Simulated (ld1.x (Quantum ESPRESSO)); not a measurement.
manganese, ultrasoft: configuration errors across variants

```
Element                 : manganese
Generator               : ld1.x (Quantum ESPRESSO) 7.5
Type                    : ultrasoft
Functional              : PBE
Relativity              : non-relativistic
Frozen core             : [Ar]
Valence charge          : 7
Reference configuration : 3d5 4s2 4p0
Partial waves           : 4s (bound): rcut 2.60, rcutus 2.85 bohr; 4s channel at 2.15 Ry: rcut 2.60, rcutus 2.85 bohr; 4p (bound, empty): rcut 2.55, rcutus 2.80 bohr; 4p channel at 1.15 Ry: rcut 2.55, rcutus 2.80 bohr; 3d (bound): rcut 1.55, rcutus 1.85 bohr; 3d channel at 2.25 Ry: rcut 1.55, rcutus 1.85 bohr
Local potential         : all-electron potential smoothed inside 2.05 bohr (lloc = -1)
Core correction         : none
Augmentation charge     : PSQ, radius 1.20 bohr
```

All-electron excitation energies from the reference (eV): (1) 3d5 4s1 4p0 8.305; (2) 3d5 4s0 4p0 23.726; (3) 3d4 4s0 4p0 56.444; (4) 3d5 4s1 4p1 3.749; (5) 3d3 4s0 4p0 107.481; (6) 3d5 4s0 4p1 12.908; (7) 3d6 4s1 4p0 -0.615.

Errors AE − PS in meV (a dash: test not solved or not reliable):

| change | (1) | (2) | (3) | (4) | (5) | (6) | (7) | bound ghosts |
| --- | --- | --- | --- | --- | --- | --- | --- | --- |
| base | +15 | +154 | -17 | +7.6 | -1438 | +24 | -8.7 | none |
| core correction a·sin(br)/r model core inside 0.72 bohr | -0.3 | -5.9 | -472 | -69 | -2773 | -104 | -63 | none |
| core correction a·sin(br)/r model core inside 0.98 bohr | -0.3 | -5.8 | -467 | -67 | -2737 | -101 | -63 | none |
| core correction a·sin(br)/r model core inside 1.34 bohr | 0.0 | -3.7 | -446 | -51 | -2558 | -82 | -57 | none |
| core correction a·sin(br)/r model core inside 1.64 bohr | +1.5 | +8.1 | -392 | -28 | -2285 | -52 | -42 | none |
| core correction a·sin(br)/r model core inside 1.84 bohr | +3.8 | +28 | -326 | -15 | -2076 | -29 | -31 | none |
| core correction a·sin(br)/r model core inside 2.02 bohr | +6.0 | +52 | -256 | -5.8 | -1899 | -12 | -22 | none |
| core correction a·sin(br)/r model core inside 2.26 bohr | +8.5 | +85 | -164 | +1.3 | -1699 | +2.9 | -15 | none |

Give the same row for: core correction a·sin(br)/r model core inside 1.16 bohr.

-0.2, -5.2, -459, -60, -2662, -93, -61; bound ghosts: none.
